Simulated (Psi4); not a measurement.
A dimer, CO ··· H6Si2 (SMILES [C-]#[O+] and [SiH3][SiH3]); the first 2 atoms form monomer A.

```
10

C      0.5625     0.0000     0.0000
O     -0.5625     0.0000     0.0000
Si     0.3169    -3.3228    -0.8665
Si    -1.9606    -2.8544    -0.5675
H      0.7549    -4.3746     0.0832
H      0.5672    -3.7985    -2.2489
H      1.1282    -2.1036    -0.6307
H     -2.7723    -4.0720    -0.8097
H     -2.3970    -1.7980    -1.5127
H     -2.2118    -2.3850     0.8169
```

Q: What interaction energy does SAPT0/jun-cc-pVDZ, frozen core run with Psi4 1.11 give, and which attractive term is the largest?

A: Total 3.02 kcal/mol: electrostatics -3.92, exchange 11.89, induction -1.69, dispersion -3.26. The most attractive term is electrostatics.
